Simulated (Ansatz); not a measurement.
Reaction (homolysis of the Al–S bond): `[CH3][Al]([NH2])[SH]` → `[CH3][Al][NH2]`• + `[SH]`•

Computed with Ansatz on PBE0-D4/def2-TZVP structures; ΔE is electronic, products minus reactants. CBS: MP2 limit from def2 TZ/QZ plus the TZ coupled-cluster correction, frozen cores. This one scheme is used for every species. DFT in def2-TZVPP. No spin–orbit coupling; open shells (•) take unrestricted orbitals. One conformer a species, not always the lowest.

`[CH3][Al]([NH2])[SH]`:

Z-matrix (Å, degrees):
```
C
Al 1 1.943
H 1 1.094 2 110.9
H 1 1.094 2 111.2 3 -118.8
H 1 1.093 2 112.0 3 120.4
N 2 1.767 1 122.2 3 -112.4
S 2 2.196 1 119.2 3 67.3
H 6 1.007 2 123.9 1 -0.3
H 6 1.006 2 126.1 1 179.6
H 7 1.344 2 94.1 1 -179.4
```

`[CH3][Al][NH2]`•:

Z-matrix (Å, degrees):
```
C
Al 1 1.970
H 1 1.094 2 110.4
H 1 1.095 2 110.4 3 119.6
H 1 1.093 2 111.9 3 -119.4
N 2 1.778 1 117.6 3 -105.9
H 6 1.007 2 125.1 1 179.2
H 6 1.009 2 124.8 1 -0.7
```

`[SH]`•:

Cartesian coordinates in Å:
```
S 0.192 -0.438 0.474
H -0.192 0.438 -0.474
```

CCSD(T)/CBS gives +100.6 kcal/mol.

Task: Another level gave +98.5 kcal/mol. Which?
A. PBE-D4/def2-TZVPP
B. CCSD/def2-TZVPP
C. SCS-MP2/def2-TZVPP
D. revPBE/def2-TZVPP

Result: C. SCS-MP2/def2-TZVPP 98.5, PBE-D4 96.7, CCSD/def2-TZVPP 95.1, revPBE 90.8 kcal/mol.

Largest T1 diagnostic among the species: 0.013.

Leaving LDA and LC-ωPBE aside and taking each functional with its dispersion term where it has one, the values, not all of them listed here, spread over 8.5 kcal/mol, from BLYP-D4 to ωB97M-V. LDA lies +13.0 kcal/mol from PBE without D4, its usual overbinding. The D4 term adds +2.3 kcal/mol with B3LYP and +1.3 kcal/mol with PBE0; it sums over pairs of atoms, weighted by their polarisabilities, and B3LYP, whose exchange is more repulsive, gets the larger term. From BLYP to BHLYP (50 % exact exchange), in def2-TZVPP and without D4, ΔE moves by +2.4 kcal/mol.

B3LYP here is the variant with VWN-RPA as its local correlation; programs differ in this.
